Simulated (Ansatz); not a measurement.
Basis-set extrapolation for C2H7NO2Si, SMILES `N[SiH](C=O)CO` (PBE0-D4/def2-TZVP geometry, frozen core, Ansatz). Multiplicity 1, RHF reference.

```json
{"": "HF", "def2-TZVPP": "-573.053073", "def2-QZVPP": "-573.075735"}
{"": "MP2 correlation", "def2-TZVPP": "-1.129632", "def2-QZVPP": "-1.214136"}
{"": "CCSD(T) correlation", "def2-TZVPP": "-1.215174", "def2-QZVPP": "not run"}
```

Energies in hartree. Use E(X) = E(∞) + A·exp(−7.88·√X) for Hartree–Fock and E(X) = E(∞) + B·X^(−2.97) for correlation, with X = 3 and 4, and add CCSD(T) minus MP2 of the smaller set to the MP2 limit.

**Question.** What is the CCSD(T) energy at the basis-set limit?

**Answer.** HF limit: -573.075735 + (-0.022662) × 0.13774 = -573.07886. MP2 limit: -1.214136 + (-0.084504) × 0.74074 = -1.27673. Higher-order term: -1.215174 − (-1.129632) = -0.08554. Total: -574.44113 hartree, 4.70 eV below CCSD(T)/def2-TZVPP.
